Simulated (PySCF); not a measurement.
Two-component Hartree-Fock for Sn⁺ (tin, charge +1)

Start: [Kr] 4d10 5s2 5p1; 5p1/2 filled at m_j = +1/2. Calculated with PySCF 2.14 in x2c-TZVPall-2c with one added diffuse shell each of s, p, d, f type (9s10p6d3f, 90 functions): generalised Hartree-Fock with the X2C-1e Hamiltonian and a Gaussian nucleus; one run each with spin-orbit coupling (SO) switched off, then screened by Boettger's factors.

```json
{"spinor shell": "1s1/2", "electrons": "2", "ε, spin-free (eV)": "-29355.2", "ε, screened SO (eV)": "-29352.3", "weight of nominal j (screened SO)": "1.000", "rms radius, screened SO (bohr)": "0.0333"}
{"spinor shell": "2s1/2", "electrons": "2", "ε, spin-free (eV)": "-4531.5", "ε, screened SO (eV)": "-4530.5", "weight of nominal j (screened SO)": "1.000", "rms radius, screened SO (bohr)": "0.136"}
{"spinor shell": "2p1/2", "electrons": "2", "ε, spin-free (eV)": "-4061.7", "ε, screened SO (eV)": "-4221.5", "weight of nominal j (screened SO)": "1.000", "rms radius, screened SO (bohr)": "0.118"}
{"spinor shell": "2p3/2", "electrons": "4", "ε, spin-free (eV)": "-4061.7", "ε, screened SO (eV)": "-3988.5", "weight of nominal j (screened SO)": "1.000", "rms radius, screened SO (bohr)": "0.123"}
{"spinor shell": "3s1/2", "electrons": "2", "ε, spin-free (eV)": "-920.87", "ε, screened SO (eV)": "-920.51", "weight of nominal j (screened SO)": "1.000", "rms radius, screened SO (bohr)": "0.361"}
{"spinor shell": "3p1/2", "electrons": "2", "ε, spin-free (eV)": "-763.56", "ε, screened SO (eV)": "-793.58", "weight of nominal j (screened SO)": "1.000", "rms radius, screened SO (bohr)": "0.354"}
{"spinor shell": "3p3/2", "electrons": "4", "ε, spin-free (eV)": "-763.56", "ε, screened SO (eV)": "-749.56", "weight of nominal j (screened SO)": "1.000", "rms radius, screened SO (bohr)": "0.366"}
{"spinor shell": "3d3/2", "electrons": "4", "ε, spin-free (eV)": "-522.04", "ε, screened SO (eV)": "-527.10", "weight of nominal j (screened SO)": "1.000", "rms radius, screened SO (bohr)": "0.340"}
{"spinor shell": "4s1/2", "electrons": "2", "ε, spin-free (eV)": "-168.10", "ε, screened SO (eV)": "-167.89", "weight of nominal j (screened SO)": "1.000", "rms radius, screened SO (bohr)": "0.874"}
{"spinor shell": "4p1/2", "electrons": "2", "ε, spin-free (eV)": "-118.16", "ε, screened SO (eV)": "-123.55", "weight of nominal j (screened SO)": "1.000", "rms radius, screened SO (bohr)": "0.930"}
{"spinor shell": "4p3/2", "electrons": "4", "ε, spin-free (eV)": "-118.16", "ε, screened SO (eV)": "-115.44", "weight of nominal j (screened SO)": "1.000", "rms radius, screened SO (bohr)": "0.961"}
{"spinor shell": "4d3/2", "electrons": "4", "ε, spin-free (eV)": "-43.634", "ε, screened SO (eV)": "-44.183", "weight of nominal j (screened SO)": "1.000", "rms radius, screened SO (bohr)": "1.18"}
{"spinor shell": "4d5/2", "electrons": "6", "ε, spin-free (eV)": "-43.634", "ε, screened SO (eV)": "-42.975", "weight of nominal j (screened SO)": "1.000", "rms radius, screened SO (bohr)": "1.19"}
{"spinor shell": "5s1/2", "electrons": "2", "ε, spin-free (eV)": "-20.933", "ε, screened SO (eV)": "-20.845", "weight of nominal j (screened SO)": "0.997", "rms radius, screened SO (bohr)": "2.54"}
{"spinor shell": "5p1/2", "electrons": "1", "ε, spin-free (eV)": "-14.046", "ε, screened SO (eV)": "-14.404", "weight of nominal j (screened SO)": "0.992", "rms radius, screened SO (bohr)": "3.09"}
```

Problem. Where does 3d5/2 lie, and what is the 3d spin-orbit splitting (screened SO)?

Solution. At -518.22 eV, 8.884 eV above 3d3/2.

```
   quantity    spin-free  screened SO
E (hartree)  -6172.79720  -6174.27167
        M_J          1/2          1/2
       ⟨J²⟩        1.102        0.788
       ⟨L²⟩        2.042        2.056
       ⟨S²⟩        0.764        0.780
```

Each row is a mean over spinors that exchange with the open shell spreads, by up to 0.387 eV (4p1/2).

Breit and QED terms are absent; they matter most for the inner s and p1/2 levels.

Densities and radii are taken from the X2C orbitals without a picture-change correction, which distorts them close to the nucleus.

Without spin-orbit coupling the j labels of p, d and f shells carry no meaning; the spin-free column gives the mean over the occupied spinors of each nl shell, and its ⟨J²⟩ belongs to a mixture of degenerate components.
